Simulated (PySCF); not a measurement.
**Telling isomers of C$_{5}$H$_{10}$O$_{3}$Si apart by NMR**

[PySCF 2.14: geometry: PBE0-D3(BJ)/def2-SVP; NMR shieldings at PBE0/pcSseg-1/GIAO; one averaged value for each set of equivalent atoms; one computed conformer; isolated molecule; relativity neglected]

δ = σ(ref) − σ, references computed at the same level: $^{1}$H (31.27 ppm) and $^{13}$C (184.41 ppm) against TMS. Where no couplings were computed, multiplicities follow the n + 1 count of equivalent neighbours, and m marks all less simple cases (inequivalent or close neighbours, rings, F or P nearby). Shifts are as computed. Against solution values, carbons near 30 ppm lie about +2 ppm off and those near 130 ppm about +5 ppm. Of 1309 compounds with measured shifts, 239 miss one by over three times the rms of a fit or turn the order of signals round; such compounds aren't used in these exercises. OH and NH positions are gas-phase values without hydrogen bonding to other molecules.

(1) Tabulate the signals of `C=CCO[SiH2]OC(C)=O`, `CC#C[Si](O)(O)OCC` and their relative energies.

(2) What is the quickest way to tell C=CCO[SiH2]OC(C)=O from CC#C[Si](O)(O)OCC?

Results:

(1) 
```tsv
SMILES	carbon types	δC	δH	E rel. (kcal/mol)
C=CCO[SiH2]OC(C)=O	1×C 1×CH 2×CH2 1×CH3	178.1, 147.0, 123.2, 68.0, 22.5	6.30 (m, 1H), 5.46 (m, 1H), 5.37 (m, 1H), 5.18 (s, 2H), 4.24 (d, 2H), 2.05 (s, 3H)	22.2
CC#C[Si](O)(O)OCC	2×C 1×CH2 2×CH3	107.8, 81.4, 59.8, 19.8, 5.3	3.80 (q, 2H), 1.88 (s, 3H), 1.67 (br s, 2H), 1.21 (t, 3H)	0.0
```

Energies are electronic energies at PBE0/pcSseg-1 on these geometries, without zero-point or thermal terms, each for the one conformer computed, which needn't be the lowest.

(2) Both give the same number of carbon signals, but DEPT or the intensities differ. The first has a carbonyl carbon (C) at 178.1 ppm, the second an alkyne carbon (C) at 107.8 ppm. In the proton spectra the most deshielded non-exchanging signals are 6.30 (m, 1H) and 3.80 (q, 2H).
